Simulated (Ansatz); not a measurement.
System: sum formula SiHBr2, charge 0, multiplicity 2. It need not be the lowest isomer of its formula. 
Coordinates optimised at B3LYP-D3(BJ)/def2-TZVP (Ansatz, a program for electronic structure):
SMILES: Br[SiH]Br
```xyz
4

Br    -1.8346    -0.2583    -0.1266
Si    -0.0309     0.8865     0.5235
Br     1.8486    -0.1590    -0.0776
H     -0.0568     2.1951    -0.1819
```
Charge 0, spin multiplicity 2.

Dipole moments at this geometry, in debye (magnitudes).

```tsv
level	program	dipole (D)
SVWN5/def2-TZVPD	Ansatz	0.89
PBE/def2-TZVPD	Ansatz	0.84
BLYP/def2-TZVPD	Ansatz	0.87
revPBE/def2-TZVPD	Ansatz	0.84
r2SCAN/def2-TZVPD	Ansatz	0.94
B97M-V/def2-TZVPD	Ansatz	0.88
PBE0/def2-TZVPD	Ansatz	0.99
BHLYP/def2-TZVPD	Ansatz	1.15
r2SCAN0/def2-TZVPD	Ansatz	1.06
HSE06/def2-TZVPD	Ansatz	0.99
LC-wPBE/def2-TZVPD	Ansatz	1.11
wB97X-V/def2-TZVPD	Ansatz	1.06
CCSD(T)/def2-SVPD	Ansatz	…
```

### Question
Fill in the missing entries.

### Answer

- CCSD(T)/def2-SVPD, dipole (D): 1.00
